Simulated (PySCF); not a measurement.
Static response to an electric field

Species: C₂H₁₀FNSi₂.
Cartesian coordinates in Å at the GFN2-xTB level; atoms count from 1:
```
atom  x, y, z in Å
N1     2.8355   -0.8463    0.9159
Si2    1.7982   -0.2046   -0.2930
C3     0.0670   -0.1796    0.5322
F4     0.1427    0.6085    1.6869
C5    -1.0351    0.3654   -0.3601
Si6   -2.7248    0.4566    0.5182
H7     3.8114   -0.9855    0.7124
H8     2.7218   -0.5253    1.8649
H9     2.0823    1.1577   -0.7662
H10    1.7964   -1.1506   -1.4083
H11   -0.2105   -1.1745    0.8991
H12   -0.7432    1.3557   -0.7144
H13   -1.0955   -0.2777   -1.2386
H14   -3.0829   -0.8939    0.9617
H15   -2.6562    1.3630    1.6609
H16   -3.7147    0.9400   -0.4480
```

Level: CAM-B3LYP/def2-SVPD (PySCF), static field, nuclei fixed, core orbitals frozen in the response. The polarisability tensor in these axes (au):

```
x   103.42  -5.43  -1.70
y    -5.43  77.67  -0.93
z    -1.70  -0.93  80.66
```

Task: Give the principal values, the mean and the anisotropy Δα = √{½[(α1 − α2)² + (α2 − α3)² + (α1 − α3)²]}.

Result: Principal values 76.22, 80.93 and 104.61 au; mean 87.25 au = 12.93 Å³ = 14.39 × 10⁻⁴⁰ C²·m²/J; Δα = 26.35 au (30 % of the mean).

Task: What is the dipole moment, and where does it point?

Result: (1.09, -0.42, -1.01) D, 1.55 D in size, pointing from the negative to the positive side. Measured along this direction, the outermost atoms are H15 at the negative end and H10 and H7 at the positive end.

Task: Molar refractivity from α?

Result: Lorentz–Lorenz: R = (4π/3)N_A α = 2.5225 cm³/(mol·Å³) × 12.93 Å³ = 32.6 cm³/mol, in the limit of long wavelengths.

Task: Refractivity n − 1 of an ideal gas of it at 298.15 K and 1 atm, from the electronic α?

Result: N = p/kT = 2.4615 × 10¹⁹ cm⁻³, so n − 1 = 2π × N × 12.93 × 10⁻²⁴ cm³ = 2000 × 10⁻⁶ at long wavelengths, for an ideal gas.

Task: In a dilute gas of rigid molecules at 350 K, how does the orientational term μ²/3kT compare with the electronic polarisability?

Result: In Gaussian units μ²/3kT = 16.60 Å³ against 12.93 Å³, a ratio of 1.28; the Debye molar polarisation (4π/3)N_A(α + μ²/3kT) is 74.5 cm³/mol, leaving out the vibrational part.

Geometry: GFN2-xTB, one conformer, isolated molecule.

These values come from a run that also computed excited states. Hardware: Arm Neoverse V1, one thread, no GPU, shared host with 32 logical CPUs at a one-minute load of 20. Cost: 41 s, 0.96 GiB resident at most.
